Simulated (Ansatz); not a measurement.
One change: `CNBS` becomes `C[NH][GaH][SH]`.

Ansatz, PBE0-D4/def2-TZVP geometries, multiplicity 1. Each molecule was computed in one conformer, which needn't be the lowest.

Scalar relativity is left out up to krypton.

```json
{"property": "zero-point energy (PBE0-D4/def2-TZVP) / kJ/mol", "`CNBS`": "205.4"}
{"property": "LUMO energy (ωB97M-V/def2-TZVPP) / eV", "`CNBS`": "2.21"}
{"property": "HOMO energy (PBE0/def2-TZVPP) / eV", "`CNBS`": "-6.90"}
{"property": "LUMO energy (B3LYP/def2-TZVPP) / eV", "`CNBS`": "0.28"}
{"property": "HOMO energy (ωB97M-V/def2-TZVPP) / eV", "`CNBS`": "-9.08"}
{"property": "ideal-gas entropy at 298 K and 1 bar (rigid rotor, harmonic PBE0-D4/def2-TZVP) / J/(mol·K)", "`CNBS`": "312"}
```

**Question.** Give the same properties after the change, and the shifts. (Best estimate.)

**Answer.** Ansatz gave: 
```json
{"property": "zero-point energy (PBE0-D4/def2-TZVP) / kJ/mol", "`C[NH][GaH][SH]`": "184.7", "shift": "-20.7"}
{"property": "LUMO energy (ωB97M-V/def2-TZVPP) / eV", "`C[NH][GaH][SH]`": "1.20", "shift": "-1.01"}
{"property": "HOMO energy (PBE0/def2-TZVPP) / eV", "`C[NH][GaH][SH]`": "-6.73", "shift": "0.17"}
{"property": "LUMO energy (B3LYP/def2-TZVPP) / eV", "`C[NH][GaH][SH]`": "-0.72", "shift": "-1.00"}
{"property": "HOMO energy (ωB97M-V/def2-TZVPP) / eV", "`C[NH][GaH][SH]`": "-9.00", "shift": "0.08"}
{"property": "ideal-gas entropy at 298 K and 1 bar (rigid rotor, harmonic PBE0-D4/def2-TZVP) / J/(mol·K)", "`C[NH][GaH][SH]`": "352", "shift": "40"}
```

With PBE0 the HOMO rises by 0.17 eV and the LUMO falls by 0.97 eV, so the gap narrows by about 1.14 eV. PBE moves the HOMO by 0.23 eV and ωB97M-V by 0.08 eV.

B3LYP here is the variant with VWN-RPA as its local correlation; programs differ in this.
